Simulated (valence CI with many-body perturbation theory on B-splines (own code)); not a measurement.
Dy⁵²⁺: key properties

Level of theory: configuration interaction combined with many-body perturbation theory (CI+MBPT): four valence electrons over a frozen Dirac-Fock core [Ne], a basis of 11 s, 11 p, 10 d, 8 f, 5 g, 2 h functions for each j, with the one-electron correlation potential Σ1, the two-electron term Σ2, the three-electron term Σ3, Breit, model QED; selected CI, second order for the rest, scaled by the run's own slope (own B-spline code, finite nucleus).

The last digits are not significant, and no measured levels were compared; by estimate large intervals hold to a few tenths of a per cent, small ones and those within an open d or f shell to about a per cent. Among the levels kept, up to 590 cm⁻¹ of a level comes from second order outside the variational space, and about a tenth of that is noise between levels of different J, which matters for small intervals.

Levels are named by their leading jj configuration (3d3/2^4 stands for four electrons in 3d with j = 3/2), which in mixed levels can hold well under half, so a name can repeat and another be missing.

Rates and lifetimes use the calculated energies. Strong lines usually hold to 10 to 20 %, long lifetimes can be off by a factor of two.

(1) What is the ground level?

(2) How well does LS coupling describe the low levels?

(3) What is the ionisation energy?

(4) Where does the other parity begin?

(5) Name the longest-lived excited levels whose lifetime is computed, and their main decay.

Results:

(1) (3s^2 3p1/2^2) J=0, composition 70 % 3s²3p² ³P + 30 % 3s²3p² ¹S.

(2) Among the lowest 20 levels the leading LS term, summed over configurations, holds 58 % on average. For single configurations the figures are 56 % in LS and 93 % in jj coupling. Terms mix most in the J = 2 level at 39.605 Ry, where the leading one holds 29 %.

(3) 4947.3 eV; NIST lists 4945 ± 4 eV (theoretical).

(4) At (3s 3p1/2^2 3p3/2) J=2, 24.913 Ry.

(5) (3s^2 3p1/2 3p3/2) J=2 at 15.214 Ry lives 1.92 μs, mostly by E2 to (3s^2 3p1/2^2) J=0; (3s^2 3p1/2 3p3/2) J=1 at 14.610 Ry lives 19.6 ns, mostly by M1 to (3s^2 3p1/2^2) J=0; (3s^2 3p3/2 3d5/2) J=4 at 47.537 Ry lives 18.4 ns, mostly by M1 to (3s^2 3p1/2 3d5/2) J=3.
